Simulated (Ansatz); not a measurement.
Consider the cleavage of the Sn–Si bond: `FC[SiH2][SnH2][F]` + CH₃OH → `C[O][SnH2][F]` + `FC[SiH3]`.

Gas-phase electronic energies from Ansatz, PBE0-D4/def2-TZVP geometries. CCSD(T)/CBS adds triple-zeta CCSD(T) − MP2 to the extrapolated MP2 energy (def2 sets, frozen cores). This one scheme is used for every species. Functionals use def2-TZVPP. B3LYP here is the variant with VWN-RPA as its local correlation; programs differ in this. Elements past krypton have def2 core potentials. For Sn outer-core shells are correlated without core-valence functions, which leaves a few kJ/mol of doubt a bond. Each species was taken in one conformer, which may not be the lowest.

```tsv
level	ΔE (kJ/mol)
B3LYP-D4	-0.6
B2PLYP	-7.0
```

What does CCSD(T)/CBS give? (An estimate is asked.)

The calculation gave: -4.0 kJ/mol. The listed levels differ from it by 3.4, -3.0 kJ/mol.

Largest T1 diagnostic among the species: 0.014.

In def2-TZVPP, CCSD(T) changes the Hartree–Fock value by +7.8 kJ/mol (the triples alone add −0.7 kJ/mol) and MP2 by +5.4 kJ/mol.
